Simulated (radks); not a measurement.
Values are calculated unless marked as measured or tabulated.
All-electron atom: Cd0.8+ in [Kr] 4d(3/2: 4, 5/2: 5.2) 5s2 (fractional occupations, a model configuration). Level of theory: Dirac Kohn-Sham, PBE, spin-unpolarised, spherical densities, finite nucleus; Fermi nuclear charge, rms radius 4.6087 fm (a radial shooting solver on a logarithmic mesh with Libxc functionals). Some entries of the table are withheld. Estimate them.

orbital  occ.  eigenvalue (eV)  <r> (bohr)
1s1/2       2        -26519.29     0.03040
2s1/2       2        -3945.750      0.1313
2p1/2       2        -3674.088      0.1112
2p3/2       4        -3481.632      0.1164
3s1/2       2        -744.5945      0.3580
3p1/2       2              (1)         (2)
3p3/2       4              (3)         (4)
3d3/2       4        -408.7233      0.3326
3d5/2       6        -401.7378      0.3361
4s1/2       2        -116.7498         (5)
4p1/2       2         -81.7447      0.9349
4p3/2       4         -75.8655      0.9652
4d3/2       4         -22.2653       1.231
4d5/2     5.2         -21.5281       1.248
5s1/2       2         -12.6735       2.597

Answer. 
(1) 3p1/2 eigenvalue (eV): -635.7261
(2) 3p1/2 <r> (bohr): 0.3494
(3) 3p3/2 eigenvalue (eV): -601.3515
(4) 3p3/2 <r> (bohr): 0.3604
(5) 4s1/2 <r> (bohr): 0.8769
